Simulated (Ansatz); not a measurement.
`[GeH3][CH]1O[SiH2]O1`, relaxed with RKS PBE-D4/def2-SVP in the Gaussian-basis code of Ansatz from a rough embedded geometry. The force threshold is 0.03 eV/Å; the program also tests the step.

The species carries charge 0 and has multiplicity 1.

Start:

```xyz
11

Ge   -1.104   -0.619    1.180
C    -0.501    0.302   -0.373
O     0.252   -0.565   -1.195
Si    1.630    0.502   -1.029
O     0.465    1.278    0.002
H    -2.109   -1.811    0.722
H     0.080   -1.283    1.912
H    -1.868    0.301    2.094
H    -1.381    0.778   -0.960
H     1.917    1.266   -2.184
H     2.620   -0.148   -0.167
```

Q: By how much does the energy fall, and how many steps does the optimiser take? (An estimate is asked.)

A: Ansatz gave: 10.72 kcal/mol, in 4 steps.

Q: Which bonds change most? (Best estimate.)

A: The calculation gave: Ge1–C2 from 1.904 to 2.003 Å; Si4–H10 from 1.414 to 1.502 Å; Ge1–H6 from 1.625 to 1.551 Å; Ge1–H8 from 1.505 to 1.551 Å.

Q: Give the relaxed structure. (Best estimate.)

A: Computed: 
```xyz
11

Ge   -1.179   -0.685    1.215
C    -0.533    0.315   -0.396
O     0.247   -0.541   -1.263
Si    1.579    0.496   -0.990
O     0.436    1.325   -0.027
H    -2.137   -1.825    0.783
H     0.072   -1.277    1.913
H    -1.918    0.281    2.177
H    -1.374    0.779   -0.966
H     2.073    1.244   -2.196
H     2.735   -0.112   -0.252
```
